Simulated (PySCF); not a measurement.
# How methods differ on the excitation energy of Ag+

Ag+ [Kr] 4d10 (1S) → Ag+ [Kr] 4d9 5s1 (3D), as a difference of total energies. All numbers are calculated (PySCF 2.14, scalar relativity by spin-free X2C-1e, in x2c-QZVPPall (13s8p7d4f2g, 118 functions)). Correlated levels: valence: [Kr] frozen; valence and next inner shell: [Ar] 3d10 frozen. The calculations carry no spin-orbit coupling.

```json
{"method": "UHF", "excitation energy (eV)": "4.353"}
{"method": "LDA", "excitation energy (eV)": "4.905"}
{"method": "PBE", "excitation energy (eV)": "4.805"}
{"method": "PBE0", "excitation energy (eV)": "4.874"}
{"method": "r2SCAN", "excitation energy (eV)": "4.795"}
{"method": "CAM-B3LYP", "excitation energy (eV)": "4.812"}
{"method": "r2SCANh", "excitation energy (eV)": "4.808"}
{"method": "BLYP", "excitation energy (eV)": "4.663"}
{"method": "MP2 (valence)", "excitation energy (eV)": "5.334"}
{"method": "SCS-MP2 (valence)", "excitation energy (eV)": "5.338"}
{"method": "MP2 (valence and next inner shell)", "excitation energy (eV)": "5.223"}
{"method": "SCS-MP2 (valence and next inner shell)", "excitation energy (eV)": "5.193"}
```

Task: How much does correlation contribute at MP2 (valence and next inner shell)?

Result: 5.223 − (4.353) = 0.870 eV, measured against UHF.

Errors of the correlated levels include the incompleteness of this basis and the frozen core.

The basis was made for the ground configuration and has no added diffuse functions, so the excitation energy can come out too high.

For comparison: 5.035 eV (measured; NIST levels, between the centres of gravity of the two terms).
